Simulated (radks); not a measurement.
The numbers below are computed, except where a source is named.
Isoelectronic series with 42 electrons, each ion in its NIST ground configuration. Level of theory: Dirac Kohn-Sham, BLYP, spin-unpolarised, spherical densities, finite nucleus; open shells are shared between the two j in proportion to 2j + 1; Fermi nuclear charge, rms radius of each element as measured or else 0.836 A^(1/3) + 0.57 fm (a radial shooting solver on a logarithmic mesh with Libxc functionals). Total energies (hartree) and mean radii <r> (bohr):

ion	configuration	E (hartree)	4d5/2	4d3/2	4p3/2
Tm27+	[Kr] 4d6	-13236.6099	0.4906	0.4841	0.4868
Yb28+	[Kr] 4d6	-13694.9304	0.4788	0.4723	0.4760
Lu29+	[Kr] 4d6	-14162.3941	0.4675	0.4610	0.4658
Hf30+	[Kr] 4d6	-14639.1362	0.4568	0.4503	0.4559
Ta31+	[Kr] 4d6	-15125.1915	0.4466	0.4400	0.4465
W32+	[Kr] 4d6	-15620.6690	0.4369	0.4302	0.4374
Re33+	[Kr] 4d6	-16125.6916	0.4275	0.4209	0.4287
Os34+	[Kr] 4d6	-16640.3240	0.4186	0.4119	0.4203
Ir35+	[Kr] 4d6	-17164.7662	0.4100	0.4033	0.4122
Pt36+	[Kr] 4d6	-17699.0529	0.4018	0.3951	0.4044
